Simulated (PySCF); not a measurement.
BFCl₂, SMILES FB(Cl)Cl. Atoms are numbered in the order given.

```xyz
4

B      0.0000     0.0000    -0.3582
F      0.0000     0.0000    -1.6737
Cl     0.0000    -1.5206     0.4957
Cl     0.0000     1.5206     0.4957
```

Geometry optimised at ωB97X-D3(BJ)/def2-SVP.

Level of theory: PySCF with B3LYP/pcJ-1.

Isotropic couplings with Fermi-contact, spin-dipole and both spin-orbit terms, one fixed conformer, no vibrational averaging. Isotopes: 11B, 19F.

Computed spin–spin coupling constants:
```json
[
 {"pair": "B1–F2", "bonds apart": "1", "J (Hz)": "-160.6"}
]
```
